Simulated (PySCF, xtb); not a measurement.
Cl₃GeH₃Si, SMILES [SiH3][Ge]([Cl])([Cl])[Cl].

Harmonic wavenumbers (cm⁻¹) from GFN2-xTB run with xtb at its own minimum, in rising order: 17, 70, 70, 123, 123, 141, 264, 323, 323, 359, 459, 459, 732, 732, 733, 2291, 2305, 2306.

Task: What does B3LYP-D3(BJ)/def2-SVP in PySCF give at its own minimum? (Estimate from the structure and the level; the computed values follow.)

Result: 80, 80, 99, 141, 141, 158, 327, 420, 425, 425, 525, 525, 859, 934, 934, 2236, 2259, 2259. Paired by order, the mean absolute difference is 72 cm⁻¹ and the zero-point energies are 16.9 and 18.3 kcal/mol.
